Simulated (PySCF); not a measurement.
PbBr, SMILES [Pb][Br] (connectivity only; charge and spin as stated), neutral, multiplicity 2.

Coordinates come from a PBE-D3(BJ)/def2-TZVP optimisation. The spin state was assumed, not searched. The def2 effective core potentials stand for the cores of Pb; spin–orbit coupling is left out.

Two levels are set side by side: PBE/def2-TZVPD (PySCF) and PBE0/def2-TZVPD (PySCF). Same geometry, gas phase. Differences are taken from unrounded values.

| quantity | PBE0 |
|---|---|
| α-spin orbital gap (eV) | 1.72 |
| β-spin orbital gap (eV) | 5.07 |
| dipole moment (D) | 3.60 |

Q: What does PBE give, and how far is it from PBE0? (The exact figures need the calculation; the answer reports its results.)

A: 
```csv
quantity,PBE,PBE minus PBE0
α-spin orbital gap (eV),0.08,-1.65
β-spin orbital gap (eV),3.22,-1.85
dipole moment (D),3.24,-0.36
```

Rough cost on one machine, each run with all the roots and properties that it gave: PBE0 against PBE within a factor of 2.
